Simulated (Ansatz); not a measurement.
Harmonic frequencies (cm⁻¹) at PBE0-D4/def2-TZVP from Ansatz: 38, 83, 125, 153, 295, 316, 331, 343, 435, 510, 526, 578, 626, 695, 718, 742, 853, 940, 1929, 1955, 2204, 2232, 2608, 2712.

Each molecule was computed in one conformer, which needn't be the lowest.

(1) Which molecule is it?
A. `ClC1=[CH][InH][CH2]1`
B. `COC(=O)[SiH3]`
C. `FB1CS[SiH2]1`
D. `S[SiH2][SnH2][SH]`

## Answers

(1) D.
